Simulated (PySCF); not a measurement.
C4H12Zr, SMILES [CH3][Zr]([CH3])([CH3])[CH3], multiplicity 1. Heavy atoms are numbered as in [Zr:1]([CH3:2])([CH3:6])([CH3:10])[CH3:14]. Hydrogens are named by the atom that carries them.

Geometry optimised at PBE0-D3(BJ)/def2-SVP. The spin state was assumed, not searched. The def2 effective core potentials stand for the cores of Zr; spin–orbit coupling is left out.

Computed with ωB97X/def2-TZVP in PySCF.

ESP charges are fitted to the potential on shells at 1.4 to 2.0 van der Waals radii. Atomic charges (e), one atom of each kind:

```csv
atom,Mulliken,ESP fit
Zr1,1.41,1.64
C2 (CH3),-0.77,-0.98
H on C2,0.14,0.19
```
